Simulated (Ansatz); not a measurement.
Ideal-gas functions of CH₅ClSSi, SMILES `C[SiH](S)Cl` at 800 K and 1 bar, from an Ansatz frequency run at PBE0-D4/def2-TZVP.

Molar mass 112.66 g/mol, point group C1 (symmetry number 1), electronic degeneracy 1, moments of inertia 118.518, 221.61, 309.546 u Å². Harmonic wavenumbers (cm⁻¹, unscaled): 144, 165, 189, 218, 231, 473, 553, 623, 703, 752, 802, 863, 892, 1277, 1441, 1444, 2255, 2706, 3054, 3144, 3147.

Use S(trans) = R[1.5 ln M + 2.5 ln T − 1.1517]; rotational temperatures θ = 24.2544 K / I; S(rot) = R[ln(√π/σ · √(T³/θAθBθC)) + 1.5]; for each mode x = 1.438777 ν̃/T, S = R[x/(eˣ − 1) − ln(1 − e⁻ˣ)] and H = RT x/(eˣ − 1); 1 cm⁻¹ = 0.0119627 kJ/mol; R = 8.31446 J/(mol·K).

Problem. By hand: the entropy, in J/(mol·K).

Solution. Translation 188.3. Rotation: θ = 0.2046, 0.1094, 0.0784 K, giving 127.0. Vibration, mode by mode: 19.57, 18.45, 17.33, 16.15, 15.68, 9.91, 8.69, 7.79, 6.90, 6.41, 5.95, 5.45, 5.22, 3.02, 2.39, 2.38, 0.74, 0.38, 0.22, 0.19, 0.19, in all 153.0. Electronic 0.0. Sum 468.3 J/(mol·K).

Problem. By hand: H − E and G − E in kJ/mol, counted from the electronic energy.

Solution. Zero-point energy ½ × 25076 × 0.0119627 = 150.0; thermal vibration 60.1; translation, rotation and pV give 4 RT = 26.6. H − E = 236.7 kJ/mol, and G − E = 236.7 − 800 × 468.3/1000 = -137.9 kJ/mol.

Vibration gives 33 % of the entropy, 19.6 J/(mol·K) of it from the mode under 150 cm⁻¹: soft modes count most, and the harmonic formula is weakest for them. The sum counts one conformer and one mirror image; others add a mixing term.
